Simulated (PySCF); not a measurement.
# Zirconium: highly charged ions in a basis for the neutral atom

Zr⁷⁺ [Ar] 3d10 4s2 4p3, Zr⁸⁺ [Ar] 3d10 4s2 4p2. Calculation: PySCF 2.14, in def2-SVP with the def2 core potential (28 electrons) (5s3p2d1f, 31 functions); a scalar-relativistic core potential. No spin-orbit coupling, so a gap to NIST mixes the basis error with missing relativistic terms.

Changed run: basis of the neutral atom used for a highly charged ion. This setting is unsound on purpose.

| species | method | sound run (hartree) | changed run (hartree) | converged |
| --- | --- | --- | --- | --- |
| Zr⁷⁺ | UHF | not run | -33.11007 | yes |
| Zr⁷⁺ | TPSS | not run | -33.29559 | yes |
| Zr⁷⁺ | M06-2X | not run | -33.21561 | yes |
| Zr⁸⁺ | UHF | not run | -28.15345 | yes |
| Zr⁸⁺ | TPSS | not run | -28.32603 | yes |
| Zr⁸⁺ | M06-2X | not run | -28.26310 | yes |

Ionisation energy of Zr⁷⁺:

```json
{"method": "UHF", "changed run (eV)": "134.88", "NIST (eV)": "133.7 ± 0.5"}
{"method": "TPSS", "changed run (eV)": "135.23", "NIST (eV)": "133.7 ± 0.5"}
{"method": "M06-2X", "changed run (eV)": "134.76", "NIST (eV)": "133.7 ± 0.5"}
```

The contracted functions were made for the neutral atom and can be too rigid for a highly charged ion.
